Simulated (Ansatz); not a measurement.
Ge₂O₄⁻. The state is a doublet with charge -1. Geometry PBE-D4/def2-SVPD; atoms count from 1.

Cartesian coordinates in Å:
```
Ge 0.358 1.112 1.275
Ge -0.120 -1.086 -0.553
O 1.025 -1.554 -1.739
O -1.387 1.264 0.475
O 0.521 -0.723 1.181
O -0.397 0.986 -0.640
```

The structure holds 1 bond(s) between oxygen atoms. Another isomer (doublet) lies 2.30 eV lower at PBE0-D4/def2-TZVPD; other spin states weren't run for this one.

Estimate the Mulliken populations from the PBE0/def2-TZVPD orbitals of Ansatz.


```csv
atom,charge (e),spin (α − β)
Ge1,0.35,0.00
Ge2,0.63,0.58
O3,-0.66,0.34
O4,-0.41,0.01
O5,-0.51,0.07
O6,-0.41,0.01
```
Mulliken values and Mayer orders depend strongly on the basis. With diffuse functions, as here, like atoms can get unlike values, and bond orders can come out too low or too high.

Where does the spin sit?

Summed by element: Ge 0.58, O 0.42, of 1 unpaired in all. Largest on single atoms: Ge2 0.58, O3 0.34, O5 0.07.

And the Mayer bond orders between bonded heavy atoms (over 0.3)?

Ge1–O4 0.60 (1.93 Å); Ge1–O5 0.72 (1.84 Å); Ge1–O6 0.37 (2.06 Å); Ge2–O3 1.50 (1.71 Å); Ge2–O5 0.68 (1.88 Å); Ge2–O6 0.33 (2.09 Å); O4–O6 0.73 (1.52 Å).
